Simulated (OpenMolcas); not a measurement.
Cr+: effect of the active space

```json
{
 "Program": "OpenMolcas 26.06",
 "Method": "CASSCF or its RAS form",
 "Basis": "ANO-RCC-VTZP",
 "Scalar Hamiltonian": "DKH2, point nucleus",
 "Spin-orbit coupling": "RASSI with atomic mean-field integrals over the reference wave functions, term energies averaged over their components"
}
```

A. 5 electrons in 6 orbitals (3d 4s); 2S+1 = 6 even, 6 roots; 2S+1 = 4 even, 57 roots; 2S+1 = 2 even, 88 roots; cost about 70 core-seconds
B. 5 electrons in 9 orbitals (RAS2 3d 4s; RAS3 4p, at most 2 electrons); 2S+1 = 6 even, 6 roots; 2S+1 = 4 even, 74 roots kept (CI in the orbitals of an earlier block); 2S+1 = 2 even, 88 roots kept (CI in the orbitals of an earlier block); 2S+1 = 6 odd, 15 roots; 2S+1 = 4 odd, 44 roots kept (CI in the orbitals of an earlier block, 26 in the spin-orbit step); 2S+1 = 2 odd, 9 roots kept (CI in the orbitals of an earlier block, 0 in the spin-orbit step); cost of the order of 3 core-minutes
C. 5 electrons in 11 orbitals (3d 4s 4d); 2S+1 = 6 even, 6 roots; 2S+1 = 4 even, 5 roots kept (CI in the orbitals of an earlier block); cost roughly 2.1 core-minutes

Energies in cm⁻¹ above 3d⁵ ⁶S_5/2, the measured ground level; measured values from NIST Handbook of Basic Atomic Spectroscopic Data.

| Level | A | B | C | Measured |
| --- | --- | --- | --- | --- |
| 3d⁴ 4s ⁶D_1/2 | -1760 | -1551 | 9611 | 11962 |
| 3d⁴ 4s ⁶D_3/2 | -1688 | -1478 | 9685 | 12033 |
| 3d⁴ 4s ⁶D_5/2 | -1569 | -1358 | 9808 | 12148 |
| 3d⁴ 4s ⁶D_7/2 | -1405 | -1194 | 9982 | 12304 |
| 3d⁴ 4s ⁶D_9/2 | -1198 | -988 | 10205 | 12496 |
| 3d⁵ ⁶S_5/2 | 0.0 | 0.0 | 0.0 | 0.0 |

A puts 3d⁴ 4s ⁶D_1/2 lowest. B puts 3d⁴ 4s ⁶D_1/2 lowest.

Deviations, from unrounded energies. A percentage is the sum of absolute deviations over the sum of measured energies, with the sign that they share, or ± where signs differ.

```csv
Against measurement,Levels,A,B,C
mean absolute deviation (cm-1),5,14000,14000,2300
other configurations (%),5,-112.5,-110.8,-19.1
```

C lies closest to measurement on these levels and A furthest from it. The largest miss of C in the table is 3d⁴ 4s ⁶D_1/2, by -2400 cm-1. The ranking rests on the paired levels alone, and a cruder setting can come out closer through cancelling errors.

The spin-orbit steps hold different terms of 3d⁵ (A lacks ⁴F; B lacks ²F; C lacks among others ²D, ²F, ²I, ⁴D, ⁴F), which shifts levels as well.

Among A to C the level of the table that moves most is 3d⁴ 4s ⁶D_9/2, by 11000 cm-1 (lowest in A, highest in C).

Without dynamic correlation excited terms often stand tens of per cent too high (terms of higher spin than the ground term too low), and those without a measured partner can miss by more than the paired ones. The lowest computed level is not the ground level that NIST lists (6S5/2) (holds for A; B). A single d shell beside an s shell can misplace configurations of different d count against each other (holds for A; B). Some high roots are left out of the spin-orbit mixing, which shifts the levels that they would mix with (holds for B). Active for correlation alone: 4d; no level in the range computed is led by a configuration that fills it, so any true level of that kind is missing (holds for C). Computed and measured levels are paired by configuration, term and J; levels that our copy of the source lacks, or whose pairing is in doubt (as where it misses far off the trend of its configuration), stay unpaired and out of the deviations. Only configurations of the active space appear. The table leaves out levels that lie high or whose names do not pair safely across all columns.
